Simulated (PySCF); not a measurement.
Species: C7H13ClSi.
Atom-mapped SMILES: `[CH3:1][C:2]([CH3:3])([CH3:4])[C:5]1=[CH:6][SiH2:7][C@@H:8]1[Cl:9]`

NICS is the negative of the GIAO shielding at a point without a nucleus: at the ring centre (0) and 1 Å above and below it (1); zz is the component along the ring normal. Level: GIAO PBE0/pcSseg-1 (PySCF, non-relativistic, gas phase) on the GFN2-xTB geometry, one conformer.

Ring bond lengths (Å), with Mayer bond orders in brackets: C5–C6 1.345 (1.80), C6–Si7 1.880 (0.95), Si7–C8 1.942 (0.82), C8–C5 1.508 (0.97).

**Question.** What do the NICS probes read (ppm)?

**Answer.** 
```tsv
ring	type	NICS(0)	NICS(1), two faces	NICS(1)zz, two faces	rms pucker (Å)	centre to ring atoms, mean (Å)
C5–C6–Si7–C8	4-membered ring with Si; formal bonds 1 double, 3 single	0.1	-4.4 / -1.9	0.1 / 5.6	0.01	1.17
```

**Question.** What can be read from them?

**Answer.** 
- C5–C6–Si7–C8: mean NICS(1)zz 2.9 ppm, near zero. Si7, C8 have four or more neighbours, and the NICS criterion for π rings isn't applied. The two faces differ by 5.5 ppm, so no symmetry operation interchanges them.

**Question.** What is the mean of the two in-plane components of NICS at the first NICS(1) probe listed for ring C5–C6–Si7–C8, 1 Å off the ring?

**Answer.** The isotropic value is a third of the trace: (3 × -4.4 − (0.1))/2 = -6.7 ppm.

**Question.** How shielded are the nuclei of the rings and their hydrogens (means over atoms taken as equivalent)?

**Answer.** 
| atoms | environment | σ isotropic (ppm) | principal values of the symmetric part, first atom (ppm) |
| --- | --- | --- | --- |
| C5 | fully substituted alkene carbon | -2.2 | -134.5, 4.1, 123.9 |
| C6 | alkene CH carbon | 53.5 | -46.3, 46.9, 159.8 |
| Si7 | SiH2 silicon | 386.0 | 340.4, 396.9, 420.7 |
| C8 | sp3 C–Cl carbon | 134.7 | 105.4, 139.5, 159.3 |
| H on C6 | vinylic hydrogen | 25.69 | 23.2, 24.5, 29.4 |
| H on Si7 | Si–H hydrogen | 26.64 | 23.5, 24.4, 32.0 |
| H on Si7 | Si–H hydrogen | 26.95 | 23.6, 25.7, 31.5 |
| H on C8 | methine hydrogen | 27.23 | 24.2, 26.0, 31.5 |

The values belong to the conformer `[CH3:1][C:2]([CH3:3])([CH3:4])[C:5]1=[CH:6][SiH2:7][C@@H:8]1[Cl:9]`: C1–C2–C5–C6 -30°.
